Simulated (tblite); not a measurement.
Compound: CH₆NOSSi₃ (doublet state).
Geometry (GFN2-xTB, Å), atoms numbered from 1 in this order:
```
atom  x, y, z in Å
N1    -1.5988    2.3326   -0.3114
C2    -1.9263    1.2341   -0.4359
Si3   -2.5695   -0.4867   -0.3976
S4    -1.1489   -2.0340    0.0176
Si5    0.2692   -1.1076    1.3535
O6     1.1003   -0.0056    0.5425
Si7    1.9595    0.7537   -0.6219
H8    -3.2756   -0.8457   -1.6118
H9     1.1265   -2.2115    1.7360
H10   -0.4629   -0.4062    2.3910
H11    2.1664   -0.2108   -1.7025
H12    3.2130    1.0983    0.0418
H13    1.1428    1.8899   -1.0189
```

Computed geometry: GFN2-xTB, gas phase. This method treats the open shell by occupation alone, without spin polarisation.

Take the most abundant isotopes and a rigid rotor. The values belong to one conformer with, in the numbering `[N:1]#[C:2][SiH:3][S:4][SiH2:5][O:6][SiH3:7]`, C2–Si3–S4–Si5 33°, Si3–S4–Si5–O6 -69°, S4–Si5–O6–Si7 -44°.

Give the principal moments of inertia and the rotational constants in GHz.

Ia = 357.87, Ib = 510.57, Ic = 747.67 u·Å²; 505379 MHz·u·Å²/I gives 1412, 989.8 and 675.9 MHz, that is A = 1.4122, B = 0.9898, C = 0.6759 GHz.

Classify the top.

An asymmetric top; Ray's κ = -0.147.

What does the inertial defect say?

Not planar: Δ = Ic − Ia − Ib = -120.77 u·Å². For a rigid frame Δ = −2 Σ m c², so Σ m c² = 60.39 u·Å² lies off the ab plane: 11.29 from hydrogen and 49.10 from heavier atoms. The atom farthest from that plane is 2.14 Å away.

List the rotational levels J(Ka,Kc) to J = 2 (K).

Above 0(0,0), as E/k:
J = 1: 1(0,1) 0.080, 1(1,1) 0.100, 1(1,0) 0.115
J = 2: 2(0,2) 0.234, 2(1,2) 0.245, 2(1,1) 0.290, 2(2,1) 0.351, 2(2,0) 0.357

Estimate the classical rotational partition function at 50 K, 100 K and 200 K.

Point group C1, symmetry number σ = 1; q = (√π/σ)·√((kT/h)³/(ABC)), k/h = 20836.6 MHz/K: 61300 at 50 K, 173000 at 100 K, 491000 at 200 K.

For this open shell read J as N, the rotation without spin; fine and hyperfine splittings come on top. Its lowest GFN2-xTB frequency is 18i cm⁻¹, too small to tell a flat minimum from a shallow saddle. These are rigid-rotor constants of the computed structure; measured ground-state constants (B0) also hold zero-point vibration.
